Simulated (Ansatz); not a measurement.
Consider the ligand exchange at a B–Se bond: `FB(Cl)[SeH]` + `O[SiH3]` → `FB(Cl)O[SiH3]` + H₂Se.

Gas-phase electronic energies from Ansatz, PBE0-D4/def2-TZVP geometries. CBS: MP2 limit from def2 TZ/QZ plus the TZ coupled-cluster correction, frozen cores. This one scheme is used for every species. Functionals use def2-TZVPP. B3LYP here is the variant with VWN-RPA as its local correlation; programs differ in this. HSE06 is defined as in plane-wave codes. For Se outer-core shells are correlated without core-valence functions, which leaves a few kJ/mol of doubt a bond. Scalar relativity is left out up to krypton. One conformer a species, not always the lowest.

`FB(Cl)[SeH]`:

Cartesian coordinates in Å:
```
F 1.219 -0.991 -1.009
B 0.426 -0.143 -0.387
Cl 0.543 1.557 -0.780
Se -0.807 -0.865 0.920
H -1.381 0.441 1.257
```

`O[SiH3]`:

Cartesian coordinates in Å:
```
O -0.592 -0.575 0.980
Si 0.276 0.229 -0.166
H -1.341 -1.098 0.690
H 0.871 -0.705 -1.161
H 1.351 0.939 0.563
H -0.566 1.209 -0.906
```

`FB(Cl)O[SiH3]`:

Cartesian coordinates in Å:
```
F -2.032 0.625 0.197
B -1.267 0.214 -0.804
Cl -1.989 0.122 -2.400
O 0.011 -0.120 -0.618
Si 1.084 -0.191 0.648
H 1.521 -1.600 0.778
H 2.231 0.678 0.300
H 0.440 0.272 1.899
```

H₂Se:

```xyz
3

Se   -0.105    0.376    0.562
H     0.911   -0.601    0.156
H    -0.806    0.225   -0.718
```

| level | ΔE (kJ/mol) | difference from CCSD(T)/CBS |
| --- | --- | --- |
| LDA (SPW92) | -70.7 | 2.5 |
| PBE-D4 | -63.9 | 9.3 |
| revPBE-D4 | -62.3 | 10.9 |
| BLYP-D4 | -75.1 | -1.9 |
| r2SCAN-D4 | -73.2 | 0.0 |
| B97M-V | -78.6 | -5.4 |
| PBE0-D4 | -70.6 | 2.6 |
| B3LYP-D4 | -80.2 | -7.0 |
| r2SCANh-D4 | -74.8 | -1.6 |
| r2SCAN0-D4 | -77.2 | -4.0 |
| HSE06-D4 | -70.4 | 2.8 |
| BHLYP-D4 | -88.0 | -14.8 |
| ωB97M-V | -78.9 | -5.7 |
| B2PLYP | -78.1 | -4.9 |
| PBE-QIDH | -73.1 | 0.1 |
| revPBE | -61.9 | 11.3 |
| BLYP | -75.7 | -2.5 |
| r2SCAN | -72.8 | 0.4 |
| PBE0 | -70.5 | 2.7 |
| B3LYP | -80.6 | -7.4 |
| r2SCANh | -74.4 | -1.2 |
| r2SCAN0 | -76.8 | -3.6 |
| HSE06 | -70.3 | 2.9 |
| BHLYP | -89.1 | -15.9 |
| CAM-B3LYP | -86.6 | -13.4 |
| LC-ωPBE | -76.0 | -2.8 |
| HF/def2-SVP | -112.9 | -39.7 |
| MP2/def2-SVP | -92.3 | -19.1 |
| CCSD/def2-SVP | -99.6 | -26.4 |
| CCSD(T)/def2-SVP | -96.8 | -23.6 |
| HF/def2-TZVPP | -100.3 | -27.1 |
| MP2/def2-TZVPP | -70.0 | 3.2 |
| CCSD/def2-TZVPP | -80.7 | -7.5 |
| CCSD(T)/def2-TZVPP | -76.5 | -3.3 |
| HF/def2-QZVPP | -102.0 | -28.8 |
| MP2/def2-QZVPP | -68.7 | 4.5 |
| SCS-MP2/def2-QZVPP | -74.7 | -1.5 |
| HF/CBS(def2) | -102.2 | -29.0 |
| MP2/CBS(def2) | -66.7 | 6.5 |
| CCSD/CBS(def2) | -77.4 | -4.2 |
| CCSD(T)/CBS | -73.2 | 0 |

Largest T1 diagnostic among the species: 0.012.

At CCSD(T), def2-SVP lies −23.6 kJ/mol from the extrapolated value and def2-TZVPP −3.3 kJ/mol. Leaving LDA and LC-ωPBE aside and taking each functional with its dispersion term where it has one, the values spread over 25.6 kJ/mol, from BHLYP-D4 to revPBE-D4. LDA lies −6.7 kJ/mol from PBE without D4. From BLYP to BHLYP (50 % exact exchange), in def2-TZVPP and without D4, ΔE moves by −13.4 kJ/mol.
